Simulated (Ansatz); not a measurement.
Ansatz results at the PBE0-D4/def2-TZVP geometry: LUMO energy (PBE/def2-TZVPP) -0.97 eV; HOMO–LUMO gap (PBE0/def2-TZVPP) 7.45 eV; HOMO energy (PBE0/def2-TZVPP) -7.44 eV.

Each molecule was computed in one conformer, which needn't be the lowest.

Which molecule gave them?
A. `[F][GaH][GaH2]`
B. `[F][Al]([F])[Zn][O][SiH3]`
C. `CC(O)(F)S`
D. `C1C[SiH2]1`

C. The others give `C1C[SiH2]1`: -0.50, 7.22, -6.92; `[F][GaH][GaH2]`: -3.19, 5.04, -7.44; `[F][Al]([F])[Zn][O][SiH3]`: -2.93, 6.08, -8.32.
